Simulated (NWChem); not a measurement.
HfSClF; SMILES [F][Hf]([Cl])=[S]

```xyz
4

Hf    -0.2052    -0.0675     0.1931
S      1.2757    -1.6452    -0.2591
F     -1.8739    -0.4653    -0.6431
Cl     0.6607     2.0805    -0.2335
```
Atoms are numbered in this order, from 1.

Program: NWChem. Medium grid unless said otherwise, to which SCAN and Minnesota functionals are sensitive. Coordinates come from a PBE0/def2-SVP optimisation. def2 effective core potentials on Hf; no spin-orbit coupling. Total energies of different functionals are on different scales.

```csv
level,energy (Ha),highest occupied level (eV),orbital gap (eV),dipole (D)
B3LYP/def2-SVP,-1006.1320,-7.00,3.08,4.74
PBE/def2-SVP,-1005.6610,-6.13,1.81,4.54
MN15-L/def2-SVP,-1005.6572,-6.50,2.63,5.14
BLYP/def2-SVP,-1006.0612,-5.89,1.60,4.42
HCTH/407/def2-SVP,-1006.3797,-6.29,1.75,4.56
revPBE/def2-SVP,-1005.9509,-6.09,1.89,4.60
"LC-wPBE (HJS exchange hole, range parameter 0.4 per bohr)/def2-SVP",-1005.7395,?,?,?
```

Q: Some entries are withheld; supply them.

A: 
- LC-wPBE (HJS exchange hole, range parameter 0.4 per bohr)/def2-SVP, highest occupied level (eV): -9.85
- LC-wPBE (HJS exchange hole, range parameter 0.4 per bohr)/def2-SVP, orbital gap (eV): 8.24
- LC-wPBE (HJS exchange hole, range parameter 0.4 per bohr)/def2-SVP, dipole (D): 5.42
